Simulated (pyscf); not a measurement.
**H₃Si–S• (SMILES [SiH3][S]), doublet**

Gas-phase minimum from PySCF at ωB97X-D3(BJ)/def2-SVP, one conformer. Other isomers of H₃Si–S• were not searched in full and may lie lower. 

```xyz
5

Si     0.1631     0.2735    -0.3376
S      1.6638     1.3466    -1.4060
H      0.3574     0.3719     1.1358
H     -1.2102     0.7349    -0.6832
H      0.3428    -1.1419    -0.7765
```
Charge 0, spin multiplicity 2.

Bonds (Å): Si1–S2 2.132, Si1–H3 1.489, Si1–H4 1.489, Si1–H5 1.493. Bond angles (°): S2–Si1–H3 111.8, S2–Si1–H4 112.1, S2–Si1–H5 104.2, H3–Si1–H4 109.2, H3–Si1–H5 109.7, H4–Si1–H5 109.7.

Properties at ωB97X-D3(BJ)/def2-SVP:

| Item | Result |
|---|---|
| Harmonic wavenumbers, unscaled | 443, 513, 576, 923, 932, 984, 2247, 2263, 2265 cm⁻¹ |
| Zero-point energy | 15.9 kcal/mol |
| Rotational symmetry number | 1 |
| Entropy of this conformer at 298 K and 1 atm, rigid rotor and harmonic oscillator, modes under 100 cm⁻¹ raised to 100 | 268.0 J/(mol K) |
| Dipole moment | 1.15 D |
| Spin expectation value S2 | 0.753 |

Single-point totals, which compare only within one level (frozen core for MP2 and CC):

```json
[
 {"level": "ωB97X-D3(BJ)/def2-TZVP", "total energy (hartree)": "-689.52058"},
 {"level": "PBE/def2-TZVP", "total energy (hartree)": "-689.15104"},
 {"level": "r²SCAN/def2-TZVP", "total energy (hartree)": "-689.42500"},
 {"level": "B3LYP-D3(BJ)/def2-TZVP", "total energy (hartree)": "-689.53070"},
 {"level": "PBE0-D3(BJ)/def2-TZVP", "total energy (hartree)": "-689.21890"},
 {"level": "M06-2X/def2-TZVP", "total energy (hartree)": "-689.43355"},
 {"level": "ωB97M-D3(BJ)/def2-TZVP", "total energy (hartree)": "-689.56683"},
 {"level": "UHF/def2-TZVPP", "total energy (hartree)": "-688.23092"},
 {"level": "MP2/def2-TZVPP", "total energy (hartree)": "-688.50251"},
 {"level": "CCSD/def2-TZVPP", "total energy (hartree)": "-688.54599"},
 {"level": "CCSD(T)/def2-TZVPP", "total energy (hartree)": "-688.55762"}
]
```

The CCSD(T) − MP2 part came from Ansatz, without density fitting, on the same reference.
